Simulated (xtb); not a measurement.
C₆H₁₈NSi, charge +1, singlet, from a rough starting geometry; GFN2-xTB (xtb).

The xtb input:
```
$ xtb mol.xyz --gfn 2 --chrg 1 --opt vtight --json

# file mol.xyz
26

C     -2.38249619    -0.65449558    -0.76886497
C     -1.33888734     0.25577715    -0.15846334
C     -1.63580536     0.60317155     1.26204579
N      0.01200747    -0.33908067    -0.24022106
Si     0.48216452    -1.61275422     1.10013862
C      1.07765014     0.58989549    -0.76707011
C      2.22153518    -0.18628091    -1.25984838
C      1.54190380     1.56000241     0.31384892
H     -2.52360914    -1.57767879    -0.17151186
H     -2.14172416    -0.98852210    -1.74059993
H     -3.39740365    -0.17097429    -0.75459028
H     -1.32561666     1.14336952    -0.69228344
H     -0.91384633     1.19272743     1.79373224
H     -1.87068116    -0.28346435     1.87076093
H     -2.57659857     1.15334173     1.23098090
H     -0.07957674    -0.99350731    -1.09924875
H      0.73707932    -0.77375007     2.29349947
H      1.67555329    -2.26830477     0.53818553
H     -0.66930404    -2.42229187     1.21597019
H      0.59875067     1.09921392    -1.53039756
H      2.81181555    -0.55756546    -0.53569471
H      2.94733577     0.54895896    -1.88934581
H      1.90167729    -0.99203478    -1.98359667
H      2.21733923     2.23000088    -0.07178685
H      0.65617741     2.18225537     0.63702606
H      2.01558532     0.99244149     1.19046222
```

Task: Predict the main parts of the log of this xtb run.

Result: 
```
   ID    Z sym.   atoms
    1    6 C      1-3, 6-8
    2    7 N      4
    3   14 Si     5
    4    1 H      9-26

           -------------------------------------------------
          |                Calculation Setup                |
           -------------------------------------------------

           -------------------------------------------------
          |                 G F N 2 - x T B                 |
           -------------------------------------------------

          ...................................................
          :                      SETUP                      :
          :.................................................:
          :  # basis functions                  56          :
          :  # atomic orbitals                  55          :
          :  # shells                           35          :
          :  # electrons                        50          :
          :  max. iterations                   250          :
          :  Hamiltonian                  GFN2-xTB          :
          :  restarted?                      false          :
          :  GBSA solvation                  false          :
          :  PC potential                    false          :
          :  electronic temp.          300.0000000     K    :
          :  accuracy                    1.0000000          :
          :  -> integral cutoff          0.2500000E+02      :
          :  -> integral neglect         0.1000000E-07      :
          :  -> SCF convergence          0.1000000E-05 Eh   :
          :  -> wf. convergence          0.1000000E-03 e    :
          :  Broyden damping             0.4000000          :
          :  net charge                          1          :
          :  unpaired electrons                  0          :
          ...................................................

 iter      E             dE          RMSdq      gap      omega  full diag
   1    -26.5066035 -0.265066E+02  0.388E+00    6.58       0.0  T
   2    -26.6486196 -0.142016E+00  0.311E+00    5.55       1.0  T
   3    -26.6515879 -0.296828E-02  0.209E+00    5.54       1.0  T
   4    -26.6524603 -0.872403E-03  0.640E-01    5.55       1.0  T
   5    -26.6527975 -0.337191E-03  0.241E-01    5.57       1.0  T
   6    -26.6528432 -0.457066E-04  0.802E-02    5.58       1.0  T
   7    -26.6528475 -0.427596E-05  0.335E-02    5.58       1.0  T
   8    -26.6528481 -0.677754E-06  0.723E-03    5.58       2.7  T
   9    -26.6528481  0.110689E-07  0.407E-03    5.58       4.8  T
  10    -26.6528482 -0.809277E-07  0.123E-03    5.58      15.9  T
  11    -26.6528482 -0.940108E-09  0.485E-04    5.58      40.4  T
  12    -26.6528482 -0.221053E-09  0.140E-04    5.58     139.8  T

   *** convergence criteria satisfied after 12 iterations ***

         :::::::::::::::::::::::::::::::::::::::::::::::::::::
         ::                     SUMMARY                     ::
         :::::::::::::::::::::::::::::::::::::::::::::::::::::
         :: total energy             -26.271172307336 Eh    ::
         :: gradient norm              0.205573003548 Eh/a0 ::
         :: HOMO-LUMO gap              5.580145839131 eV    ::
         ::.................................................::
         :: SCC energy               -26.652657807595 Eh    ::
         :: -> isotropic ES            0.096775664841 Eh    ::
         :: -> anisotropic ES         -0.003069734877 Eh    ::
         :: -> anisotropic XC          0.012328448375 Eh    ::
         :: -> dispersion             -0.018997634751 Eh    ::
         :: repulsion energy           0.381485500260 Eh    ::
         :: add. restraining           0.000000000000 Eh    ::
         :: total charge               1.000000000000 e     ::
         :::::::::::::::::::::::::::::::::::::::::::::::::::::

      -----------------------------------------------------------
     |                   =====================                   |
     |                        A N C O P T                        |
     |                   =====================                   |
     |               Approximate Normal Coordinate               |
     |                Rational Function Optimizer                |
      -----------------------------------------------------------
      -----------------------------------------------------------
     |                   =====================                   |
     |                        A N C O P T                        |
     |                   =====================                   |
     |               Approximate Normal Coordinate               |
     |                Rational Function Optimizer                |
      -----------------------------------------------------------

          ...................................................
          :                      SETUP                      :
          :.................................................:
          :   optimization level         verytight          :
          :   max. optcycles                   520          :
          :   ANC micro-cycles                  20          :
          :   degrees of freedom                72          :
          :.................................................:
          :   RF solver                   davidson          :
          :   write xtbopt.log                true          :
          :   linear?                        false          :
          :   energy convergence         0.1000000E-06 Eh   :
          :   grad. convergence          0.2000000E-03 Eh/α :
          :   maxmium RF displ.          1.0000000          :
          :   Hlow (freq-cutoff)         0.1000000E-01      :
          :   Hmax (freq-cutoff)         5.0000000          :
          :   S6 in model hess.         20.0000000          :
          ...................................................

generating ANC from exact Hessian ...
Using Lindh-Hessian (1995)
 Shifting diagonal of input Hessian by    8.7218052897621579E-003
[...]
 * total energy  :   -26.3067741 Eh     change       -0.4343010E-06 Eh
 * total energy  :   -26.3067745 Eh     change       -0.3695099E-06 Eh
 * total energy  :   -26.3067748 Eh     change       -0.3220725E-06 Eh
 * total energy  :   -26.3067751 Eh     change       -0.2858875E-06 Eh
 * total energy  :   -26.3067753 Eh     change       -0.2558470E-06 Eh
 * total energy  :   -26.3067756 Eh     change       -0.2588573E-06 Eh
 * total energy  :   -26.3067758 Eh     change       -0.2429256E-06 Eh
 * total energy  :   -26.3067761 Eh     change       -0.2479817E-06 Eh
 * total energy  :   -26.3067763 Eh     change       -0.2308107E-06 Eh
 * total energy  :   -26.3067765 Eh     change       -0.2244159E-06 Eh
 * total energy  :   -26.3067767 Eh     change       -0.2048583E-06 Eh
 * total energy  :   -26.3067767 Eh     change       -0.1768516E-08 Eh
   *** GEOMETRY OPTIMIZATION CONVERGED AFTER 44 ITERATIONS ***
         :: total energy             -26.306776749459 Eh    ::
[...]
        24        2.0000           -0.5875117             -15.9870
        25        2.0000           -0.5846069             -15.9080 (HOMO)
        26                         -0.3772108             -10.2644 (LUMO)
        27                         -0.3615901              -9.8394
        28                         -0.3531800              -9.6105
        29                         -0.2638667              -7.1802
        30                         -0.2584666              -7.0332
        31                         -0.2011736              -5.4742
        32                         -0.1130056              -3.0750
        33                         -0.1072921              -2.9196
        34                         -0.0624684              -1.6999
        35                         -0.0489433              -1.3318
        36                         -0.0438791              -1.1940
       ...                                ...                  ...
        55                          0.5731280              15.5956
      -------------------------------------------------------------
                  HL-Gap            0.2073960 Eh            5.6435 eV
             Fermi-level           -0.4809088 Eh          -13.0862 eV

     #   Z          covCN         q      C6AA      α(0)
     1   6 C        3.755    -0.134    23.138     6.859
     2   6 C        3.794     0.030    20.071     6.380
     3   6 C        3.755    -0.141    23.269     6.878
     4   7 N        3.475    -0.150    24.233     7.311
     5  14 Si       3.591     0.522    97.688    18.991
     6   6 C        3.791     0.033    20.036     6.375
     7   6 C        3.755    -0.137    23.202     6.868
     8   6 C        3.755    -0.133    23.111     6.855
     9   1 H        0.925     0.059     2.209     2.324
    10   1 H        0.925     0.055     2.256     2.349
    11   1 H        0.925     0.085     1.926     2.170
    12   1 H        0.924     0.070     2.081     2.256
    13   1 H        0.925     0.066     2.129     2.282
    14   1 H        0.925     0.069     2.092     2.262
    15   1 H        0.925     0.086     1.918     2.166
    16   1 H        0.860     0.203     1.091     1.636
    17   1 H        0.921    -0.010     3.243     2.817
    18   1 H        0.920    -0.022     3.467     2.912
    19   1 H        0.920    -0.028     3.593     2.965
    20   1 H        0.924     0.064     2.155     2.296
    21   1 H        0.925     0.066     2.125     2.280
    22   1 H        0.925     0.085     1.926     2.170
    23   1 H        0.925     0.053     2.280     2.361
    24   1 H        0.925     0.083     1.948     2.182
    25   1 H        0.925     0.063     2.166     2.301
    26   1 H        0.925     0.062     2.181     2.309

 Mol. C6AA /au·bohr⁶  :       4833.248732
 Mol. C8AA /au·bohr⁸  :     121945.907937
 Mol. α(0) /au        :        108.554781

Wiberg/Mayer (AO) data.
largest (>0.10) Wiberg bond orders for each atom

 ---------------------------------------------------------------------------
     #   Z sym  total        # sym  WBO       # sym  WBO       # sym  WBO
 ---------------------------------------------------------------------------
     1   6 C    3.986 --     2 C    1.015    10 H    0.980     9 H    0.980
                            11 H    0.974
     2   6 C    3.942 --     3 C    1.018     1 C    1.015    12 H    0.958
                             4 N    0.931
     3   6 C    3.985 --     2 C    1.018    13 H    0.976    15 H    0.972
                            14 H    0.969
     4   7 N    3.622 --     6 C    0.933     2 C    0.931    16 H    0.930
                             5 Si   0.668
     5  14 Si   3.429 --    18 H    0.898    17 H    0.896    19 H    0.896
                             4 N    0.668
     6   6 C    3.943 --     8 C    1.016     7 C    1.014    20 H    0.959
                             4 N    0.933
     7   6 C    3.986 --     6 C    1.014    23 H    0.981    21 H    0.977
                            22 H    0.974
     8   6 C    3.985 --     6 C    1.016    25 H    0.979    26 H    0.977
                            24 H    0.974
     9   1 H    0.996 --     1 C    0.980
    10   1 H    0.997 --     1 C    0.980
    11   1 H    0.992 --     1 C    0.974
    12   1 H    0.995 --     2 C    0.958
    13   1 H    0.996 --     3 C    0.976
    14   1 H    0.995 --     3 C    0.969
    15   1 H    0.992 --     3 C    0.972
    16   1 H    0.959 --     4 N    0.930
    17   1 H    1.000 --     5 Si   0.896
    18   1 H    0.999 --     5 Si   0.898
    19   1 H    0.999 --     5 Si   0.896
    20   1 H    0.996 --     6 C    0.959
    21   1 H    0.996 --     7 C    0.977
    22   1 H    0.992 --     7 C    0.974
    23   1 H    0.997 --     7 C    0.981
    24   1 H    0.993 --     8 C    0.974
    25   1 H    0.996 --     8 C    0.979
    26   1 H    0.996 --     8 C    0.977
 ---------------------------------------------------------------------------

Topologies differ in total number of bonds
Writing topology from bond orders to xtbtopo.mol

molecular dipole:
                 x           y           z       tot (Debye)
 q only:        0.240      -0.959       0.384
   full:        0.163      -0.876       0.034       2.267
molecular quadrupole (traceless):
                xx          xy          yy          xz          yz          zz
 q only:        2.368      -0.573      -0.164      -0.659      -2.716      -2.204
  q+dip:        2.027      -0.191      -0.294      -0.653      -1.332      -1.733
   full:        1.525      -0.600      -0.237      -0.236      -2.645      -1.288

optimized geometry written to: xtbopt.xyz

           -------------------------------------------------
          | TOTAL ENERGY              -26.306776749459 Eh   |
          | GRADIENT NORM               0.000034446412 Eh/α |
          | HOMO-LUMO GAP               5.643533148427 eV   |
           -------------------------------------------------

normal termination of xtb
```
